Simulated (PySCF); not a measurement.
Compound: 3-(trifluoromethyl)pyridine, C6H4F3N.
SMILES: `FC(F)(F)c1cccnc1`

Torsions of this conformer, `[F:1][C:2]([F:3])([F:4])[c:5]1[cH:6][cH:7][cH:8][n:9][cH:10]1`: F1–C2–C5–C6 82°.

The closed-shell ground state was solved at several levels (PySCF, density fitting, gas phase, non-relativistic). Isolated species at its GFN2-xTB geometry, gas phase.

```json
{"level": "wB97X-D/def2-SVPD", "basis functions": "241", "total energy (Eh)": "-584.7398", "HOMO (eV)": "-9.86", "LUMO (eV)": "0.23", "gap (eV)": "10.09", "dipole (D)": "2.67"}
{"level": "B3LYP/pcJ-1", "basis functions": "310", "total energy (Eh)": "-585.3376", "HOMO (eV)": "-7.63", "LUMO (eV)": "-1.64", "gap (eV)": "5.99", "dipole (D)": "2.60"}
```

Question: Estimate the row for PBE0/pcSseg-1, a basis of 190 functions; the other rows only guide the guess.

Answer: Total energy -584.6629 Eh, HOMO -7.92 eV, LUMO -1.48 eV, gap 6.44 eV, dipole 2.60 D.

Question: Over all these levels, which gives the widest orbital gap and which the narrowest?

Answer: wB97X-D/def2-SVPD (range-separated hybrid) has the widest, 10.09 eV, and B3LYP/pcJ-1 (global hybrid, 20 % exact exchange) the narrowest, 5.99 eV. Functional and basis both differ between the two, so the spread mixes both effects.

Question: How far do the dipole and the HOMO energy spread over the levels?

Answer: The dipole runs from 2.60 to 2.67 D (mean 2.62 D) and the HOMO from -9.86 to -7.63 eV.

The pairwise dispersion term of wB97X-D wasn't added to the energies; at a given geometry it leaves orbitals and properties as they are.
